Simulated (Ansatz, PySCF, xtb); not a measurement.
Pair of molecules: C2H6O (SMILES COC) (first 9 atoms) with HI (SMILES I); geometry from B3LYP-D3(BJ)/def2-TZVP, rigid monomers moved along the line of their centres of mass till O2···H11 is 2.53 Å.
(charge 0, multiplicity 1):
```xyz
11

C      0.769    -0.820     0.068
O      0.327     0.264     0.871
C     -0.990     0.686     0.551
H      0.794    -0.531    -0.988
H      0.115    -1.691     0.187
H      1.774    -1.076     0.397
H     -1.039     1.039    -0.485
H     -1.238     1.504     1.225
H     -1.709    -0.128     0.688
I     -0.012    -1.360     4.685
H      0.244    -0.596     3.245
```

Interaction energies are E(AB) − E(A) − E(B) at the monomers' geometry in the complex; basis-set methods are counterpoise corrected. Rows marked so take none.

Rows in 3-21G, STO-3G carry no dispersion term and start afresh at each structure; the Pople sets are all-electron and without relativity.

The values were computed with Ansatz (Gaussian basis) for Hartree–Fock, density functionals and correlated methods; PySCF for 3-21G rows, STO-3G rows, the dispersion terms; xtb for the GFN methods. Each number belongs to the level named beside it. In def2 rows elements past Kr take small-core potentials, without spin–orbit coupling.

**Question.** One of these levels gives -15.3 kJ/mol for the interaction energy. Which?
A) GFN-FF
B) B3LYP/3-21G (no counterpoise)
C) HF/STO-3G (no counterpoise)
D) PBE-D3(BJ)/def2-TZVPPD

**Answer.** D, PBE-D3(BJ)/def2-TZVPPD. The others give -10.8 (GFN-FF), -6.5 (HF/STO-3G (no counterpoise)), -19.4 (B3LYP/3-21G (no counterpoise))

Ansatz is a quantum-chemistry and plane-wave program.
